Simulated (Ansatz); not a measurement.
Series (HZnX)2: PBE0-D4/def2-TZVP single points in Ansatz on relaxed structures, gas phase. Binding counts from free atoms in the multiplicity of their measured ground term, without zero-point energy. The structures are stationary points that may keep the symmetry of their start. Remarks come from the PBE and PBE0 runs and from stability tests at other levels; not every state was tested. HOMO above LUMO (over both spins in singlets and doublets, within one spin in higher multiplets; at PBE or PBE0), or a gap under 0.15 eV within one spin, warns that the state may not be the lowest or that an electron is smeared out.

Q: Estimate the order by binding per atom (eV), lowest first.
A. (HZn-mu-F)2 (Zn2H2F2) (singlet)
B. (HZn-mu-Cl)2 (Zn2H2Cl2) (singlet)
C. (HZn-mu-OH)2 (Zn2O2H4) (singlet)

A: B (2.06), A (2.37), C (2.69).

In full:

```csv
species,atoms,state,geometry,HOMO (eV),LUMO (eV),gap (eV),vertical IE (eV),vertical triplet (eV),binding per atom (eV),point group (within 0.1 Å),remarks
(HZn-mu-Cl)2 (Zn2H2Cl2),6,singlet,r2SCAN-D4/def2-SVP,-8.44,-0.60,7.84,10.34,6.15,2.06,D2h,–
(HZn-mu-F)2 (Zn2H2F2),6,singlet,r2SCAN-D4/def2-SVP,-8.79,-0.73,8.06,10.86,6.38,2.37,D2h,–
(HZn-mu-OH)2 (Zn2O2H4),8,singlet,r2SCAN-D4/def2-SVP,-7.83,-0.20,7.63,9.82,6.17,2.69,D2h,gap within one spin near zero at PBE or PBE0 (triplet)
```

The gap (eV) runs from 7.63 ((HZn-mu-OH)2) to 8.06 ((HZn-mu-F)2). The vertical IE (eV) runs from 9.82 ((HZn-mu-OH)2) to 10.86 ((HZn-mu-F)2). The vertical triplet (eV) runs from 6.15 ((HZn-mu-Cl)2) to 6.38 ((HZn-mu-F)2).
